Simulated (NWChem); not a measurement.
# CdNH$_{2}$I; SMILES [NH2][Cd][I]

```xyz
5

Cd     0.3935    -0.9290     0.0011
I     -0.3075     1.5676     0.0037
N      1.0966    -2.8168     0.0014
H      0.8206    -3.3380    -0.8308
H      0.7625    -3.3597     0.7977
```
Atoms are numbered in this order, from 1.

Level: PBE0/def2-SVP with def2 effective core potentials on Cd, I (NWChem), optimised geometry, unscaled harmonic frequencies. def2 effective core potentials on Cd, I; no spin-orbit coupling.

| frequency (cm⁻¹) | IR intensity (km/mol) |
|---|---|
| 97 | 4.3 |
| 98 | 0.3 |
| 207 | 7.9 |
| 520 | 123.1 |
| 609 | 34.8 |
| 782 | 18.2 |
| 1533 | 6.3 |
| 3534 | 13.3 |
| 3631 | 10.2 |

- zero-point energy: 15.7 kcal/mol
- thermal correction to the enthalpy at 298.15 K (with zero-point energy): 19.7 kcal/mol
- heat capacity Cv: 14.7 cal/(mol K)
- entropy at 298.15 K and 1 atm (symmetry number 1): 77.7 cal/(mol K)

Rigid rotor and harmonic oscillator; modes under 100 cm⁻¹ make the entropy uncertain.
